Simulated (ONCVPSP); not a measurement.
**Which change was made? (Ni, ONCV)**

```
Element                 : Ni
Generator               : ONCVPSP 4.0.1
Type                    : optimised norm-conserving Vanderbilt (ONCV)
Functional              : PBE
Relativity              : scalar-relativistic
Frozen core             : [Ne] 3s2
Valence charge          : 16
Reference configuration : 3p6 3d8 4s1.75 4p0.25
Partial waves           : 4s: rc 2.20 bohr, ncon 4, nbas 9, qcut 2.6 1/bohr, 1 projector; 3p+4p: rc 1.10 bohr, ncon 4, nbas 8, qcut 13.5 1/bohr, 2 projectors; 3d: rc 1.25 bohr, ncon 4, nbas 9, qcut 13.9 1/bohr, 2 projectors, debl 2.8 Ha
Local potential         : polynomial inside 1.10 bohr (lpopt 1, dvloc0 -1 Ha)
Core correction         : Teter function, fcfact 2, rcfact 1.4
```

Cutoffs, loose and tight: the cutoffs (Ha) at which the residual kinetic energy of the hardest occupied pseudo-wave falls to 1 and 0.1 mHa per electron. They do not see the model core or the augmentation charge, which bear on the density cutoff. Test errors are all-electron minus pseudo excitation energies from the reference, over the configurations 3p6 3d8 4s2 4p0; 3p6 3d8 4s1 4p0; 3p6 3d8 4s0 4p0; 3p5 3d8 4s2 4p0; variants that change the core or the reference have their own tests. The largest error is taken over the tests solved by every variant that gives reliable tests at all, those not shown here included: 3p5 3d8 4s2 4p0; 3p6 3d8 4s1 4p0; 3p6 3d8 4s2 4p0.

The base gives: outcome: generated; cutoff, loose: 70 Ha; cutoff, tight: 79 Ha; bound ghosts: s; GHOST(+) flags above zero: none; largest test error (meV): -152.

(1) After one change the result is: outcome: failed: ERROR pspot: first pseudo wave function has node, program will stop. Which change was it?
A. d: qcut 20.3
B. d: qcut 9.3
C. d: qcut 10.4

Answers

(1) A. The others give: d: qcut 10.4 → outcome: generated; cutoff, loose: 51 Ha; cutoff, tight: 139 Ha; bound ghosts: s; GHOST(+) flags above zero: none; largest test error (meV): -234 | d: qcut 9.3 → outcome: generated; cutoff, loose: 99 Ha; cutoff, tight: 199 Ha; bound ghosts: s; GHOST(+) flags above zero: none; largest test error (meV): -280.
